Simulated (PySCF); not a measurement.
Checking a proposed structure

A compound C$_{4}$H$_{10}$O$_{2}$Si$_{2}$ gives the data below (simulated from a calculation) and was assigned the structure `O=CO/C(=C\[SiH3])C[SiH3]`.

13C{1H} NMR (computed): δ 182.8 (CH), 177.7 (C), 150.2 (C), 52.9 (CH3).

1H NMR (500 MHz, computed): δ 8.34 (q, 1H), 4.33 (d, 3H), 4.27 (s, 3H), 4.22 (s, 3H).

No solvent model, non-relativistic, one computed conformer, equivalent nuclei averaged. Geometry from GFN2-xTB; shieldings: GIAO PBE0/pcSseg-1; PySCF 2.14.0 with density-fitted response routines.

Referencing at the same level of theory: TMS for 1H (31.72 ppm), 13C (186.93 ppm).

Question: Compare with the shifts computed for the proposed structure, pairing carbons in order of shift.

Answer: Structure with atom numbers: `[O:1]=[CH:2][O:3]/[C:4](=[CH:5]\[SiH3:6])[CH2:7][SiH3:8]`; H(Xn) means a hydrogen on atom n.

```
atom  computed for proposal  given list  difference
  C4                  168.1       182.8       -14.7
  C2                  165.0       177.7       -12.7
  C5                  111.8       150.2       -38.4
  C7                   24.6        52.9       -28.3
```

The rms difference is 25.7 ppm and the largest -38.4 ppm at C5 (β carbon of an enol-ether or enamine type C=C). The carbon types in order of shift don't match either: C, CH, CH, CH2 for the proposal against CH, C, C, CH3 in the data. The proposal doesn't fit.

Question: Which isomer fits?

Answer: SMILES COC(=O)/C([SiH3])=C\[SiH3].

Carbon types of the structure: 2 × C, 1 × CH, 1 × CH3, leaving 6 H on heteroatoms. δC 182.8: β carbon of a C=C–C=O unit; conjugation with the carbonyl draws π density from the β position. δC 177.7: ester carbonyl carbon; lone-pair donation from the attached heteroatom keeps it upfield of a ketone carbonyl. δC 150.2: α carbon of a C=C–C=O unit; the olefinic region. δH 4.22: hydrogen on a methyl carbon bonded to O; its carbon carries O, hence the downfield position.

The shifts were computed for this structure.

Shifts are as computed. Against solution values, carbons near 30 ppm lie about +3 ppm off and those near 130 ppm about +5 ppm. Of 1309 compounds with measured shifts, 239 miss one by over three times the rms of a fit or turn the order of signals round; such compounds aren't used in these exercises. Multiplicities follow the n + 1 count of equivalent neighbours, as no J values were calculated; m marks all less simple cases, F and P coupling included.
